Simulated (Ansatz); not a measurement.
One change: `F[CH2][GeH2][Cl]` becomes `F[CH2][GeH3]`.

Ansatz, PBE0-D4/def2-TZVP geometries, multiplicity 1. Each molecule was computed in one conformer, which needn't be the lowest.

Scalar relativity is left out up to krypton.

```json
{"property": "HOMO energy (B3LYP/def2-TZVPP) / eV", "`F[CH2][GeH2][Cl]`": "-8.24"}
{"property": "size of the dipole moment (ωB97M-V/def2-TZVPP) / D", "`F[CH2][GeH2][Cl]`": "2.69"}
{"property": "size of the dipole moment (PBE/def2-TZVPP) / D", "`F[CH2][GeH2][Cl]`": "2.52"}
{"property": "LUMO energy (PBE/def2-TZVPP) / eV", "`F[CH2][GeH2][Cl]`": "-1.08"}
{"property": "HOMO–LUMO gap (PBE/def2-TZVPP) / eV", "`F[CH2][GeH2][Cl]`": "6.00"}
{"property": "HOMO energy (PBE/def2-TZVPP) / eV", "`F[CH2][GeH2][Cl]`": "-7.07"}
```

(1) What does the change do to each property? (Best estimate.)

Answers

(1) Computed: 
```tsv
property	`F[CH2][GeH3]`	shift
HOMO energy (B3LYP/def2-TZVPP) / eV	-8.29	-0.05
size of the dipole moment (ωB97M-V/def2-TZVPP) / D	1.54	-1.15
size of the dipole moment (PBE/def2-TZVPP) / D	1.40	-1.12
LUMO energy (PBE/def2-TZVPP) / eV	-0.03	1.05
HOMO–LUMO gap (PBE/def2-TZVPP) / eV	7.02	1.02
HOMO energy (PBE/def2-TZVPP) / eV	-7.05	0.02
```

Dipoles are sizes alone; their direction can turn.

B3LYP here is the variant with VWN-RPA as its local correlation; programs differ in this.
